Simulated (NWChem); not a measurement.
Molecule: SiAsH₄, doublet; SMILES [SiH3][AsH]

All runs: NWChem. Spin-unrestricted. The geometry was optimised at PBE-D3(BJ)/def2-SVP, spin-unrestricted. No stability test was run on the SCF state. B3LYP is NWChem's, with the RPA form of VWN correlation. Vertical excitations in the gas phase; the lowest state need not have the same character in each row. Excited states of an open shell can be spin-contaminated.

```json
[
 {"level": "PBE/def2-SVP, TDA", "lowest excitation (eV)": "2.40", "oscillator strength of that lowest state": "0.001", "lowest empty minus highest occupied level, either spin (eV)": "1.45"},
 {"level": "B3LYP/def2-SVP, TDA", "lowest excitation (eV)": "2.37", "oscillator strength of that lowest state": "0.001", "lowest empty minus highest occupied level, either spin (eV)": "2.91"},
 {"level": "PBE0/def2-SVP, TDA", "lowest excitation (eV)": "2.47", "oscillator strength of that lowest state": "0.001", "lowest empty minus highest occupied level, either spin (eV)": "3.60"},
 {"level": "LRC-wPBEh/def2-SVP, TDA", "lowest excitation (eV)": "2.47", "oscillator strength of that lowest state": "0.001", "lowest empty minus highest occupied level, either spin (eV)": "?"}
]
```

Complete the blanks.


- LRC-wPBEh/def2-SVP, TDA, lowest empty minus highest occupied level, either spin (eV): 7.24
